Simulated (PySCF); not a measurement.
# PbF and its ions

r²SCAN; PySCF, scalar-relativistic core potentials, basis sets Pb def2-SVP with ECP60, F def2-SVP. Neutral (UKS): doublet (π ↑), Re = 2.069 Å, ωe = 545 cm⁻¹, De = 4.46 eV, HOMO -3.91 eV, LUMO -3.41 eV.

PbF⁺ (UKS): singlet (closed shell), Re = 2.006 Å, ωe = 628 cm⁻¹. The energies at the minima are -292.68512 hartree for PbF and -292.43303 for PbF⁺.

**Question.** Work out the adiabatic ionisation energy, without and with harmonic zero-point energies (1 hartree = 27.2114 eV, 1 eV = 8065.5 cm⁻¹), and the change of the bond length.

**Answer.** At r²SCAN: 0.25209 hartree = 6.860 eV between the minima; the zero-point term (628.0 − 545.0)/2 cm⁻¹ = +0.005 eV makes it 6.865 eV. Re changes by -6.3 pm against the neutral. The electron leaves a π orbital; in so polar a molecule the change of length follows mostly from the change of the ionic charges.

These are scalar-relativistic numbers at best; spin–orbit coupling would shift them, the dissociation energy most. States were picked by a PBE0 search and need not be the measured ground states.
